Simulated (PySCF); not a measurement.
Gas-phase reaction: GeH2 + 2 F = GeH2F2

Method: PySCF energies plus ideal-gas RRHO corrections (1 bar). † marks an energy on the PBE0/def2-TZVP geometry and frequencies. MP2 and CCSD(T) freeze the core. Open shells (unrestricted): F (multiplicity 2, electronic degeneracy 6); the rest are closed-shell singlets. Spin-orbit splitting is ignored; it lowers the true energy and changes the entropy of F. Ge: all electrons, no relativistic terms. GeH2, GeH2F2: computed as isolated molecules; such fragments, hydroxides, amides, oligomers or adducts are transient or little studied in the gas. MP2 isn't extrapolated to the basis-set limit; its ΔH°(298 K) is -980.6 kJ in def2-SVP and -1032.6 kJ in def2-TZVPP. CCSD(T) isn't extrapolated to the basis-set limit; its ΔH°(298 K) is -907.8 kJ in def2-SVP and -958.8 kJ in def2-TZVPP. The harmonic model lacks anharmonicity and excited electronic states, which grow with temperature; levels with a mode under 35 cm⁻¹ are left out.

```json
[
 {"level": "CCSD(T)/def2-SVP†", "ΔE electronic, kJ": "-924", "ΔH°(298 K), kJ": "-908", "ΔS°(298 K), J/K": "-264", "ΔG°(2000 K), kJ": "-374"},
 {"level": "CCSD(T)/def2-TZVPP†", "ΔE electronic, kJ": "-975", "ΔH°(298 K), kJ": "-959", "ΔS°(298 K), J/K": "-264", "ΔG°(2000 K), kJ": "-425"},
 {"level": "HF/def2-TZVP†", "ΔE electronic, kJ": "-726", "ΔH°(298 K), kJ": "-710", "ΔS°(298 K), J/K": "-264", "ΔG°(2000 K), kJ": "-176"},
 {"level": "MP2/def2-TZVPP†", "ΔE electronic, kJ": "-1048", "ΔH°(298 K), kJ": "-1033", "ΔS°(298 K), J/K": "-264", "ΔG°(2000 K), kJ": "-499"},
 {"level": "r2SCAN/def2-TZVP†", "ΔE electronic, kJ": "-998", "ΔH°(298 K), kJ": "-983", "ΔS°(298 K), J/K": "-264", "ΔG°(2000 K), kJ": "-449"},
 {"level": "LDA/def2-TZVP†", "ΔE electronic, kJ": "-1165", "ΔH°(298 K), kJ": "-1149", "ΔS°(298 K), J/K": "-264", "ΔG°(2000 K), kJ": "-615"},
 {"level": "ωB97X-V/def2-TZVP†", "ΔE electronic, kJ": "-991", "ΔH°(298 K), kJ": "-976", "ΔS°(298 K), J/K": "-264", "ΔG°(2000 K), kJ": "-442"}
]
```
ΔH° is lowest at LDA/def2-TZVP† and highest at HF/def2-TZVP†. No reference value is set beside these.
